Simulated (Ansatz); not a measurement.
Born–Oppenheimer molecular dynamics of a periodic cell of 17 atoms, AlSi₁₆ (host Si, host structure diamond, interstitial Al). It starts from a relaxed structure.

These are results of Ansatz, DFT PBE, scalar-relativistic, plane waves, PAW, not measurements. Settings: accuracy low, PAW set soft_1, cutoff 420 eV, k mesh 2x2x2, fermi-dirac smearing 0.02 eV, spin collinear.

```yaml
ensemble: NVT, Langevin thermostat
time_step: 3 fs
steps_asked: 120
set_temperature: 1200 K
friction: 0.02 /fs
seed: 1178
```

Frames 3 fs apart, positions in Å.

Velocities at 240.0 fs (Å/ps):

```
Si 5.20 -0.25 6.44
Si 12.60 8.07 5.54
Si 12.61 1.37 0.19
Si -12.94 3.13 2.58
Si -4.87 -6.00 -0.12
Si 13.30 6.98 -5.11
Si 2.22 -2.33 4.59
Si 2.02 -2.07 7.68
Si 2.82 13.57 1.52
Si -3.80 -1.93 6.76
Si -2.00 2.99 -8.71
Si 6.96 9.93 1.93
Si 0.02 14.23 -0.90
Si 0.35 -3.93 0.77
Si -10.39 -4.46 -14.92
Si -1.92 -5.68 -4.26
Al -7.43 1.50 2.48
```

```xyz
17
Lattice="0.0000 5.4300 5.4300 5.4300 0.0000 5.4300 5.4300 5.4300 0.0000" Properties=species:S:1:pos:R:3 time_fs=240.0 energy_less_start_eV=2.272 T=1498
Si 0.045 -0.385 0.282
Si 1.538 1.334 1.557
Si 3.043 2.374 0.334
Si 4.385 3.716 1.793
Si 3.075 -0.003 3.078
Si 4.503 1.426 4.446
Si 5.893 2.593 3.192
Si 7.200 4.017 4.503
Si 0.219 3.019 2.727
Si 1.632 4.149 4.211
Si 3.026 5.215 2.674
Si 4.006 7.161 3.759
Si 2.935 2.737 5.645
Si 4.250 4.450 6.759
Si 5.676 5.985 5.471
Si 7.313 6.878 7.214
Al 5.787 5.346 3.130
17
Lattice="0.0000 5.4300 5.4300 5.4300 0.0000 5.4300 5.4300 5.4300 0.0000" Properties=species:S:1:pos:R:3 time_fs=243.0 energy_less_start_eV=2.508 T=1488
Si 0.060 -0.387 0.296
Si 1.575 1.351 1.576
Si 3.072 2.383 0.332
Si 4.345 3.723 1.802
Si 3.059 -0.019 3.077
Si 4.540 1.447 4.430
Si 5.904 2.587 3.203
Si 7.207 4.008 4.532
Si 0.229 3.062 2.733
Si 1.618 4.144 4.232
Si 3.023 5.228 2.647
Si 4.028 7.186 3.767
Si 2.931 2.781 5.642
Si 4.255 4.432 6.752
Si 5.647 5.973 5.428
Si 7.306 6.858 7.198
Al 5.767 5.349 3.135
17
Lattice="0.0000 5.4300 5.4300 5.4300 0.0000 5.4300 5.4300 5.4300 0.0000" Properties=species:S:1:pos:R:3 time_fs=246.0 energy_less_start_eV=2.810 T=1380
Si 0.072 -0.390 0.298
Si 1.609 1.356 1.601
Si 3.095 2.399 0.332
Si 4.309 3.724 1.807
Si 3.037 -0.032 3.076
Si 4.567 1.468 4.419
Si 5.925 2.586 3.215
Si 7.213 3.998 4.568
Si 0.243 3.108 2.731
Si 1.609 4.141 4.259
Si 3.024 5.243 2.626
Si 4.051 7.203 3.776
Si 2.924 2.823 5.638
Si 4.260 4.403 6.737
Si 5.618 5.956 5.394
Si 7.293 6.839 7.176
Al 5.754 5.347 3.134
17
Lattice="0.0000 5.4300 5.4300 5.4300 0.0000 5.4300 5.4300 5.4300 0.0000" Properties=species:S:1:pos:R:3 time_fs=249.0 energy_less_start_eV=3.083 T=1310
Si 0.085 -0.390 0.294
Si 1.640 1.350 1.631
Si 3.119 2.421 0.334
Si 4.282 3.719 1.809
Si 3.014 -0.046 3.073
Si 4.579 1.489 4.417
Si 5.951 2.587 3.229
Si 7.221 3.988 4.606
Si 0.258 3.153 2.717
Si 1.600 4.142 4.295
Si 3.022 5.259 2.619
Si 4.074 7.221 3.792
Si 2.912 2.854 5.633
Si 4.269 4.376 6.730
Si 5.593 5.934 5.365
Si 7.274 6.827 7.153
Al 5.750 5.341 3.136
17
Lattice="0.0000 5.4300 5.4300 5.4300 0.0000 5.4300 5.4300 5.4300 0.0000" Properties=species:S:1:pos:R:3 time_fs=252.0 energy_less_start_eV=3.293 T=1284
Si 0.100 -0.382 0.295
Si 1.665 1.341 1.669
Si 3.137 2.447 0.335
Si 4.263 3.702 1.810
Si 2.998 -0.061 3.071
Si 4.578 1.507 4.424
Si 5.977 2.587 3.240
Si 7.224 3.974 4.648
Si 0.272 3.192 2.700
Si 1.589 4.146 4.331
Si 3.020 5.277 2.627
Si 4.096 7.242 3.817
Si 2.897 2.882 5.629
Si 4.282 4.355 6.731
Si 5.571 5.912 5.337
Si 7.254 6.825 7.133
Al 5.747 5.337 3.138
17
Lattice="0.0000 5.4300 5.4300 5.4300 0.0000 5.4300 5.4300 5.4300 0.0000" Properties=species:S:1:pos:R:3 time_fs=255.0 energy_less_start_eV=3.451 T=1377
Si 0.114 -0.366 0.300
Si 1.688 1.335 1.711
Si 3.149 2.475 0.331
Si 4.247 3.682 1.807
Si 2.990 -0.070 3.066
Si 4.567 1.514 4.439
Si 6.003 2.591 3.249
Si 7.222 3.962 4.696
Si 0.287 3.223 2.680
Si 1.580 4.148 4.360
Si 3.016 5.294 2.648
Si 4.121 7.267 3.844
Si 2.883 2.913 5.625
Si 4.292 4.332 6.740
Si 5.553 5.890 5.314
Si 7.228 6.835 7.114
Al 5.743 5.331 3.135
17
Lattice="0.0000 5.4300 5.4300 5.4300 0.0000 5.4300 5.4300 5.4300 0.0000" Properties=species:S:1:pos:R:3 time_fs=258.0 energy_less_start_eV=3.534 T=1317
Si 0.123 -0.345 0.303
Si 1.712 1.332 1.749
Si 3.159 2.498 0.325
Si 4.238 3.663 1.807
Si 2.984 -0.068 3.062
Si 4.538 1.518 4.454
Si 6.029 2.604 3.255
Si 7.215 3.958 4.744
Si 0.305 3.242 2.653
Si 1.571 4.146 4.381
Si 3.008 5.310 2.676
Si 4.148 7.292 3.875
Si 2.878 2.945 5.617
Si 4.297 4.313 6.745
Si 5.536 5.872 5.301
Si 7.195 6.852 7.090
Al 5.743 5.322 3.129
17
Lattice="0.0000 5.4300 5.4300 5.4300 0.0000 5.4300 5.4300 5.4300 0.0000" Properties=species:S:1:pos:R:3 time_fs=261.0 energy_less_start_eV=3.530 T=1352
Si 0.127 -0.320 0.311
Si 1.734 1.331 1.781
Si 3.163 2.522 0.321
Si 4.235 3.639 1.807
Si 2.980 -0.062 3.060
Si 4.490 1.517 4.464
Si 6.054 2.620 3.252
Si 7.210 3.960 4.781
Si 0.320 3.253 2.617
Si 1.552 4.150 4.393
Si 2.993 5.323 2.707
Si 4.175 7.304 3.907
Si 2.877 2.975 5.610
Si 4.298 4.302 6.739
Si 5.519 5.862 5.304
Si 7.158 6.872 7.061
Al 5.747 5.316 3.119
17
Lattice="0.0000 5.4300 5.4300 5.4300 0.0000 5.4300 5.4300 5.4300 0.0000" Properties=species:S:1:pos:R:3 time_fs=264.0 energy_less_start_eV=3.547 T=1505
Si 0.118 -0.289 0.323
Si 1.759 1.330 1.815
Si 3.167 2.548 0.313
Si 4.234 3.614 1.804
Si 2.980 -0.057 3.059
Si 4.438 1.504 4.469
Si 6.082 2.632 3.249
Si 7.211 3.963 4.808
Si 0.335 3.258 2.576
Si 1.525 4.155 4.399
Si 2.973 5.329 2.736
Si 4.201 7.306 3.938
Si 2.872 2.997 5.604
Si 4.295 4.298 6.731
Si 5.499 5.859 5.318
Si 7.123 6.898 7.027
Al 5.758 5.308 3.101
17
Lattice="0.0000 5.4300 5.4300 5.4300 0.0000 5.4300 5.4300 5.4300 0.0000" Properties=species:S:1:pos:R:3 time_fs=267.0 energy_less_start_eV=3.522 T=1479
Si 0.102 -0.250 0.337
Si 1.787 1.333 1.846
Si 3.176 2.567 0.300
Si 4.237 3.597 1.800
Si 2.984 -0.053 3.059
Si 4.390 1.476 4.470
Si 6.109 2.647 3.254
Si 7.214 3.972 4.828
Si 0.359 3.259 2.539
Si 1.498 4.163 4.397
Si 2.955 5.334 2.764
Si 4.227 7.301 3.960
Si 2.867 3.007 5.593
Si 4.289 4.303 6.728
Si 5.479 5.856 5.335
Si 7.086 6.926 6.987
Al 5.772 5.303 3.078
17
Lattice="0.0000 5.4300 5.4300 5.4300 0.0000 5.4300 5.4300 5.4300 0.0000" Properties=species:S:1:pos:R:3 time_fs=270.0 energy_less_start_eV=3.418 T=1647
Si 0.087 -0.200 0.356
Si 1.816 1.334 1.871
Si 3.186 2.582 0.289
Si 4.248 3.594 1.801
Si 2.986 -0.048 3.066
Si 4.346 1.440 4.467
Si 6.134 2.664 3.261
Si 7.221 3.995 4.843
Si 0.385 3.256 2.510
Si 1.471 4.186 4.388
Si 2.945 5.340 2.795
Si 4.250 7.287 3.973
Si 2.870 3.013 5.576
Si 4.284 4.317 6.728
Si 5.459 5.854 5.354
Si 7.051 6.957 6.947
Al 5.786 5.300 3.056
17
Lattice="0.0000 5.4300 5.4300 5.4300 0.0000 5.4300 5.4300 5.4300 0.0000" Properties=species:S:1:pos:R:3 time_fs=273.0 energy_less_start_eV=3.276 T=1543
Si 0.081 -0.143 0.378
Si 1.841 1.336 1.890
Si 3.200 2.594 0.288
Si 4.260 3.600 1.817
Si 2.991 -0.050 3.079
Si 4.309 1.407 4.463
Si 6.162 2.681 3.269
Si 7.227 4.024 4.851
Si 0.408 3.247 2.488
Si 1.448 4.214 4.370
Si 2.943 5.343 2.828
Si 4.272 7.267 3.981
Si 2.882 3.015 5.555
Si 4.282 4.328 6.726
Si 5.439 5.853 5.377
Si 7.016 6.984 6.905
Al 5.797 5.289 3.031
```

Of the whole run (360 fs, mean temperature of the second half 1276 K): A run of 0.36 ps of so small a system gives no equilibrium averages. Limits of this set-up: coarse k mesh, low accuracy level.

Run time: 12 min on 1 thread of Arm Neoverse V2 (shared host), peak memory 0.61 GiB.
